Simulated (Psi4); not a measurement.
C5H4N, charge -1, singlet, geometry from GFN2-xTB (a gas-phase anion, which may not be bound at this level); M06-2X/6-311++G** (Psi4 1.11).

The Psi4 input:
```
memory 2 GB

molecule {
-1 1
N    -0.00257057    0.00016295    1.38395379
C     0.00286033   -0.00018132   -1.53995306
C     0.01440886    1.12439782    0.66353930
C    -0.01687418   -1.12424154    0.66374596
C    -0.01481043   -1.15986852   -0.71297161
C     0.01745938    1.15970060   -0.71318479
H     0.02606951    2.04296628    1.26508679
H    -0.03076978   -2.04266832    1.26546228
H    -0.02765064   -2.14691273   -1.19244289
H     0.03208109    2.14663188   -1.19283749
}

set {
  basis 6-311++g**
  s_orthogonalization symmetric
}

energy('m06-2x')
print_variables()
```

It wrote (shortened):

```
   => Loading Basis Set <=

    Name: 6-311++G**
    Role: ORBITAL
    Keyword: BASIS

         ---------------------------------------------------------
                                   SCF
               by Justin Turney, Rob Parrish, Andy Simmonett
                          and Daniel G. A. Smith
                              RKS Reference
         ---------------------------------------------------------

  ==> Geometry <==

    Molecular point group: c1
    Full point group: C1

    Geometry (in Angstrom), charge = -1, multiplicity = 1:

       Center              X                  Y                   Z               Mass
    ------------   -----------------  -----------------  -----------------  -----------------
         N           -0.002573898106     0.000163161128     1.385746303098    14.003074004430
         C            0.002857001894    -0.000181108872    -1.538160546902    12.000000000000
         C            0.014405531894     1.124398031128     0.665331813098    12.000000000000
         C           -0.016877508106    -1.124241328872     0.665538473098    12.000000000000
         C           -0.014813758106    -1.159868308872    -0.711179096902    12.000000000000
         C            0.017456051894     1.159700811128    -0.711392276902    12.000000000000
         H            0.026066181894     2.042966491128     1.266879303098     1.007825032230
         H           -0.030773108106    -2.042668108872     1.267254793098     1.007825032230
         H           -0.027653968106    -2.146912518872    -1.190650376902     1.007825032230
         H            0.032077761894     2.146632091128    -1.191044976902     1.007825032230

  Running in c1 symmetry.

  Rotational constants: A =      0.20984  B =      0.20034  C =      0.10249 [cm^-1]
  Rotational constants: A =   6290.72785  B =   6006.00837  C =   3072.53595 [MHz]
  Nuclear repulsion =  196.441838996751727

  Charge       = -1
  Multiplicity = 1
  Electrons    = 42
  Nalpha       = 21
  Nbeta        = 21

  ==> Algorithm <==

  SCF Algorithm Type is DF.
  DIIS enabled.
  MOM disabled.
  Fractional occupation disabled.
  Guess Type is SAD.
  Energy threshold   = 1.00e-06
  Density threshold  = 1.00e-06
  Integral threshold = 1.00e-12

  ==> Primary Basis <==

  Basis Set: 6-311++G**
    Blend: 6-311++G**
    Number of shells: 80
    Number of basis functions: 160
    Number of Cartesian functions: 166
    Spherical Harmonics?: true
    Max angular momentum: 2

  ==> DFT Potential <==

   => LibXC <=

    Version 7.1.2
    S. Lehtola, C. Steigemann, M. J. T. Oliveira, and M. A. L. Marques,  SoftwareX 7, 1–5 (2018) (10.1016/j.softx.2017.11.002)

   => Composite Functional: M06-2X <=

    Hybrid M06-2X Meta-GGA XC Functional  (10.1007/s00214-007-0310-x)
    Y. Zhao and D. G. Truhlar,  Theor. Chem. Acc., 120, 215, 2008

    Deriv               =              1
    GGA                 =           TRUE
    Meta                =           TRUE

    Exchange Hybrid     =           TRUE
    MP2 Hybrid          =          FALSE

   => Exchange Functionals <=

    1.0000   XC_HYB_MGGA_X_M06_2X

   => Exact (HF) Exchange <=

    0.5400               HF

   => Correlation Functionals <=

    1.0000   XC_MGGA_C_M06_2X

   => LibXC Density Thresholds  <==

    XC_MGGA_C_M06_2X:  1.00E-12
    XC_HYB_MGGA_X_M06_2X:  1.00E-15

   => Molecular Quadrature <=

    Radial Scheme          =       TREUTLER
    Pruning Scheme         =           NONE
    Nuclear Scheme         =       TREUTLER

    Blocking Scheme        =         OCTREE
    BS radius alpha        =              1
    Pruning alpha          =              1
    Radial Points          =             75
    Spherical Points       =            302
    Total Points           =         214813
    Total Blocks           =           1608
    Max Points             =            256
    Max Functions          =            160
    Weights Tolerance      =       1.00E-15

   => Loading Basis Set <=

    Name: (6-311++G** AUX)
    Role: JKFIT
    Keyword: DF_BASIS_SCF

  ==> Integral Setup <==

  SCF_SUBTYPE=INCORE selected. In-core MEM_DF algorithm will be used.
  Using in-core AOs.

  ==> MemDFJK: Density-Fitted J/K Matrices <==

    J tasked:                   Yes
    K tasked:                   Yes
    wK tasked:                   No
    Algorithm:                 Core
    Schwarz Cutoff:           1E-12
    Mask sparsity (%):       0.8672
    Fitting Condition:        1E-10

   => Auxiliary Basis Set <=

  Basis Set: (6-311++G** AUX)
    Blend: AUG-CC-PVTZ-JKFIT
    Number of shells: 236
    Number of basis functions: 808
    Number of Cartesian functions: 1006
    Spherical Harmonics?: true
    Max angular momentum: 4

    Using symmetric orthogonalization.
  Minimum eigenvalue in the overlap matrix is 1.9537710438E-05.
  Reciprocal condition number of the overlap matrix is 1.5656988321E-06.

  ==> Pre-Iterations <==

  SCF Guess: Superposition of Atomic Densities via on-the-fly atomic UHF (no occupation information).

   -------------------------
    Irrep   Nso     Nmo
   -------------------------
     A        160     160
   -------------------------
    Total     160     160
   -------------------------

  ==> Iterations <==

                           Total Energy        Delta E     RMS |[F,P]|

   @DF-RKS iter SAD:  -247.02186548526106   -2.47022e+02   0.00000e+00
   @DF-RKS iter   1:  -247.18129500930013   -1.59430e-01   5.34133e-03 ADIIS/DIIS
   @DF-RKS iter   2:  -246.01338290419221    1.16791e+00   8.34504e-03 ADIIS/DIIS
   @DF-RKS iter   3:  -247.47319187560433   -1.45981e+00   2.93964e-03 ADIIS/DIIS
   @DF-RKS iter   4:  -247.59332803335752   -1.20136e-01   7.99929e-04 ADIIS/DIIS
   @DF-RKS iter   5:  -247.60327963415227   -9.95160e-03   3.39466e-04 ADIIS/DIIS
   @DF-RKS iter   6:  -247.60469775985686   -1.41813e-03   1.35414e-04 ADIIS/DIIS
   @DF-RKS iter   7:  -247.60493373876128   -2.35979e-04   1.72377e-05 DIIS
   @DF-RKS iter   8:  -247.60493875862278   -5.01986e-06   6.08023e-06 DIIS
   @DF-RKS iter   9:  -247.60493936135992   -6.02737e-07   3.24939e-06 DIIS
   @DF-RKS iter  10:  -247.60493956430514   -2.02945e-07   9.24138e-07 DIIS
  Energy and wave function converged.

  ==> Post-Iterations <==

   Electrons on quadrature grid:
      Ntotal   =   42.0000070690 ; deviation = 7.069e-06

    Orbital Energies [Eh]
    ---------------------

    Doubly Occupied:

[...]
    Virtual:

[...]
     160A     35.911310

    Final Occupation by Irrep:
              A
    DOCC [    21 ]
    NA   [    21 ]
    NB   [    21 ]

  @DF-RKS Final Energy:  -247.60493956430514

   => Energetics <=

    Nuclear Repulsion Energy =            196.4418389967517271
    One-Electron Energy =                -730.0806180786373716
    Two-Electron Energy =                 303.2376812650212514
    DFT Exchange-Correlation Energy =     -17.2038417474407090
    Empirical Dispersion Energy =           0.0000000000000000
    VV10 Nonlocal Energy =                  0.0000000000000000
    Total Energy =                       -247.6049395643051412

Computation Completed

Properties will be evaluated at   0.000000,   0.000000,   0.000000 [a0]

Properties computed using the SCF density matrix

 Multipole Moments:

 ------------------------------------------------------------------------------------
     Multipole            Electronic (a.u.)      Nuclear  (a.u.)        Total (a.u.)
 ------------------------------------------------------------------------------------

 L = 1.  Multiply by 2.5417464519 to convert [e a0] to [Debye]
 Dipole X            :         -0.0021519           -0.0002580           -0.0024099
 Dipole Y            :          0.0001364            0.0000164            0.0001528
 Dipole Z            :          1.1585407            0.1388817            1.2974225
 Magnitude           :                                                    1.2974247

 ------------------------------------------------------------------------------------

  Variable Map:
  ----------------------------------------------------------------------------
[...]
  Array Variable Map:
  ----------------------------------------------------------------------------
[...]
[...]
```
